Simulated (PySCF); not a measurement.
## How methods differ on the excitation energy of Dy²⁺

Dy²⁺ [Xe] 4f10 (high-spin determinant) → Dy²⁺ [Xe] 4f9 6s1 (high-spin determinant), as a difference of total energies. Calculation: PySCF 2.14, in x2c-TZVPPall (11s7p7d4f2g, 113 functions); the spin-free X2C one-electron Hamiltonian (Gaussian nucleus). Correlated levels: valence: [Kr] 4d10 frozen; valence and next inner shell: [Ar] 3d10 frozen. The calculations carry no spin-orbit coupling.

| method | excitation energy (cm⁻¹) |
| --- | --- |
| UHF | -3037.0 |
| LDA | 33286 |
| PBE | 32612 |
| PBE0 | 25772 |
| r2SCAN | 30719 |
| MP2 (valence) | 23857 |
| SCS-MP2 (valence) | 22899 |
| MP2 (valence and next inner shell) | 26630 |
| SCS-MP2 (valence and next inner shell) | 24438 |

A first-order spin-orbit estimate (lowest level to lowest level, LS coupling) adds 0.084 eV.

The basis was made for the ground configuration and has no added diffuse functions, so the excitation energy can come out too high.

The determinant of the upper state and of the lower state mixes LS terms, which raises its energy above the lowest term, most at the Hartree-Fock and MP2 levels.
